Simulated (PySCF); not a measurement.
C8H8S, SMILES C#CCCc1cccs1 at its GFN2-xTB optimised geometry (Å):

```
17

C     -0.2351    -2.4163    -3.2202
C     -1.1163    -2.2167    -2.4362
C     -2.1493    -1.9673    -1.4526
C     -1.5442    -1.7977    -0.0463
C     -0.6161    -0.6341     0.0000
C      0.7425    -0.6341     0.0000
C      1.3006     0.6656     0.0000
C      0.3570     1.6377    -0.0058
S     -1.2354     0.9877    -0.0097
H      0.5224    -2.5939    -3.9234
H     -2.6918    -1.0576    -1.7263
H     -2.8537    -2.8039    -1.4502
H     -2.3581    -1.6573     0.6693
H     -0.9935    -2.7015     0.2232
H      1.3307    -1.5346    -0.0007
H      2.3581     0.8609     0.0036
H      0.4872     2.7015    -0.0079
```

Level of theory: PySCF 2.14.0 with CAM-B3LYP/def2-SVP.

Map of the electrostatic potential (hartree/e), clipped to [-0.08, 0.12] on the plane z = 1.0 Å:

```
|         ...........     |
|        ............     |
|        .............    |
|        .............    |
|        ....:::.......   |
|        ....:::........  |
|        ..:::-:.   ..... |
|        :---++-.  .......|
|       .*@%+#%=. ........|
|       -@@@#*+--::::.....|
|      .+@@@%=-=#*-::.....|
|.......=@@@*--=#*::......|
|......:-+**+--==-........|
|.....::--+%#-+#=:........|
|....:-+==+%#-+%=:....... |
|...:-%@@#*+=::--:....... |
|...:=@@@@%+:...::......  |
|...:-#@@%#=:...::......  |
|....:-===++-:.........   |
|.....:::-+*-:.........   |
|........:--::........    |
|.........:::........     |
|...................      |
|..................       |
|................         |
```
Scale: ten equal steps from -0.011 (start of ' ') to 0.120 (end of '@'), in the order ' .:-=+*#%@'; x runs from -5.00 to 5.00, y from -5.00 (bottom) to 5.00 (top).
